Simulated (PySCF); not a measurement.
pyridine (C5H5N), SMILES c1ccncc1. Heavy atoms are numbered as in [cH:1]1[cH:2][cH:3][n:4][cH:5][cH:6]1. Hydrogens are named by the atom that carries them.

Geometry: B3LYP-D3(BJ)/def2-SVP.

Level of theory: PBE0/def2-TZVP (PySCF).

ESP charges are fitted to the potential on shells at 1.4 to 2.0 van der Waals radii. Atomic charges (e), one atom of each kind:

| atom | IAO | ESP fit | Löwdin | Mulliken |
|---|---|---|---|---|
| C1 (CH) | -0.12 | 0.39 | -0.13 | -0.14 |
| C2 (CH) | -0.18 | -0.69 | -0.15 | -0.09 |
| C3 (CH) | -0.01 | 0.60 | -0.21 | -0.06 |
| N4 | -0.28 | -0.74 | 0.12 | -0.21 |
| H on C1 | 0.16 | 0.07 | 0.15 | 0.13 |
| H on C2 | 0.16 | 0.23 | 0.15 | 0.13 |
| H on C3 | 0.16 | 0.01 | 0.14 | 0.13 |

Computed Mayer and Wiberg (Löwdin basis) orders of the bonds:
```
bond   Mayer  Wiberg
-----  -----  ------
C1–C2   1.46    1.59
C2–C3   1.42    1.59
C3–N4   1.50    1.79
N4–C5   1.50    1.79
C1–C6   1.46    1.59
C5–C6   1.42    1.59
```
